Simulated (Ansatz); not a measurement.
HO2 (SMILES [O]O), charge 0, multiplicity 2, relaxed at each level with Ansatz (a quantum-chemistry and plane-wave program); harmonic frequencies from differences of analytic forces, average atomic masses, frozen cores. Open shells are unrestricted.

```tsv
mode	HF/def2-TZVPP (cm⁻¹)	PBE/def2-TZVPP (cm⁻¹)	r2SCAN/def2-TZVPP (cm⁻¹)	B3LYP/def2-TZVPP (cm⁻¹)	wB97X-V/def2-TZVPP (cm⁻¹)	CCSD(T)/cc-pVTZ (cm⁻¹)
1	1260	1115	1151	1164	1241	[?]
2	1605	1385	1441	1434	1462	[?]
3	4064	3436	3575	3604	3677	[?]
```

Problem. Modes are in rising order at each level. Fill in the missing entries.

Solution. 
- 3, CCSD(T)/cc-pVTZ (cm⁻¹): 3675
- 2, CCSD(T)/cc-pVTZ (cm⁻¹): 1436
- 1, CCSD(T)/cc-pVTZ (cm⁻¹): 1134
